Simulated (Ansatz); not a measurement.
Cost and result for the atomization energy of C$_{2}$H$_{6}$BClO, SMILES `COCBCl` (11 atoms, 10 bonds).

```
atom   x (Å)   y (Å)   z (Å)
  C1  -1.214  -1.028   0.105
  O2  -0.083  -0.922  -0.711
  C3   0.459   0.379  -0.703
  B4   1.221   0.783   0.599
 Cl5   1.922   2.380   0.698
  H6  -2.023  -0.369  -0.242
  H7  -0.990  -0.775   1.152
  H8  -1.557  -2.062   0.062
  H9  -0.307   1.133  -0.959
 H10   1.183   0.428  -1.529
 H11   1.389   0.054   1.527
```

The species carries charge 0 and has multiplicity 1. All single points use the PBE0-D4/def2-TZVP geometry. It is one conformer, not always the lowest. Program: Ansatz. All runs use 4 threads of an Intel Xeon Platinum 8488C on a shared host. Times are those of one run each, without the atoms' runs, and a repeat can differ threefold. Electronic energies, without spin–orbit coupling; frozen cores. CCSD(T)/CBS adds CCSD(T) − MP2 in def2-TZVPP to the MP2 limit, and its time is that of the two runs behind it. T1 = 0.011. B3LYP takes the VWN-RPA correlation (the form of Gaussian; ORCA's B3LYP/G).

CCSD(T)/CBS is a level of theory with its own doubt, some kJ/mol a heavy atom from the limit and from the frozen cores, so smaller differences don't rank the functionals.

```
                            level  functions  wall time  atomization (kJ/mol)  difference from CCSD(T)/CBS  per bond
             revPBE-D4/def2-TZVPP        250      1.4 s                4109.7                          0.7       0.1
  PBE-D4/def2-TZVPP (with forces)        250      1.6 s                4215.2                        106.2      10.6
               BLYP-D4/def2-TZVPP        250      1.6 s                4109.6                          0.6       0.1
              BHLYP-D4/def2-TZVPP        250      1.9 s                4005.8                       -103.2     -10.3
          CAM-B3LYP-D4/def2-TZVPP        250      2.2 s                4140.4                         31.4       3.1
                 CCSD(T)/def2-SVP        104      3.2 s                3932.5                       -176.5     -17.6
B3LYP-D4/def2-TZVPP (with forces)        250      3.3 s                4119.3                         10.3       1.0
              PBE-QIDH/def2-TZVPP        250      3.6 s                4109.9                          0.9       0.1
               ωB97X-V/def2-TZVPP        250      4.4 s                4128.5                         19.5       1.9
 ωB97M-V/def2-TZVPP (with forces)        250      6.5 s                4138.8                         29.8       3.0
                   MP2/def2-QZVPP        478       16 s                4146.6                         37.6       3.8
               CCSD(T)/def2-TZVPP        250       76 s                4013.7                        -95.3      -9.5
                CCSD(T)/CBS(def2)          –       92 s                4109.0                          0.0       0.0
```

In def2-TZVPP, CCSD(T) changes the Hartree–Fock value by +957.9 kJ/mol (the triples alone add +58.7 kJ/mol) and MP2 by +1035.0 kJ/mol; breaking electron pairs costs correlation energy, which Hartree–Fock lacks. The D4 term adds +30.9 kJ/mol with B3LYP and +16.3 kJ/mol with PBE0; it sums over pairs of atoms, weighted by their polarisabilities, and B3LYP, whose exchange is more repulsive, gets the larger term. Leaving LDA and LC-ωPBE aside and taking each functional with its dispersion term where it has one, the values spread over 209.4 kJ/mol, from BHLYP-D4 to PBE-D4. LDA lies +538.9 kJ/mol from PBE without D4, its usual overbinding.
